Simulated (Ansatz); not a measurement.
A ladder of methods for SiH2O2F2 (SMILES O[Si](O)(F)F)

SiH2O2F2: 7 atoms, total charge 0, spin state singlet. As SMILES, `O[Si](O)(F)F`. Geometry: optimised at PBE0/def2-SVP. This is one conformer, not always the lowest.

```xyz
7

O    -1.1402    0.4480    0.9042
Si   -0.0098   -0.0176   -0.1659
O     1.3411   -0.3896    0.6565
F    -0.4794   -1.2825   -1.0413
F     0.2321    1.1507   -1.2445
H    -1.8359    1.0335    0.5929
H     1.9534   -1.0106    0.2525
```

Each level gives the dissociation energy of the H6–O1 bond into doublet H and doublet SiHO2F2 (shapes relaxed at PBE0/def2-SVP, no zero-point term) (eV). The values are calculated.

| level | kind | program | value (eV) | less CCSD(T)/def2-SVP | CPU time (all runs) |
| --- | --- | --- | --- | --- | --- |
| SVWN5/def2-SVP | LDA | Ansatz | 6.13 | +0.74 | 5.7 s |
| PBE/def2-SVP | GGA | Ansatz | 5.37 | -0.02 | 8.5 s |
| PBE0-D4/def2-SVP | global hybrid | Ansatz | 5.42 | +0.03 | 14 s |
| wB97M-V/def2-SVP | range-separated hybrid | Ansatz | 5.61 | +0.22 | 49 s |
| B2PLYP/def2-SVP | double hybrid | Ansatz | 5.45 | +0.06 | 22 s |
| RPA@PBE/def2-SVP | RPA | Ansatz | 5.24 | -0.15 | 18 s |
| MP2/def2-SVP | perturbation theory | Ansatz | 5.55 | +0.16 | 10 s |
| CCSD(T)/def2-SVP | coupled cluster or CI | Ansatz | 5.39 | 0.00 | 55 s |

Differences are taken from CCSD(T)/def2-SVP for orientation; it has basis-set and higher-order errors of its own. Correlated wave functions underbind in double-zeta sets. The values span 5.24 to 6.13 eV. Measured bond enthalpies also hold zero-point and thermal terms, a few tenths of an eV less. In so small a basis fixed costs decide the times, and correlated methods can beat functionals. Times are those of the runs behind each value, whatever else they computed, on shared processors of several kinds: orders of magnitude only.
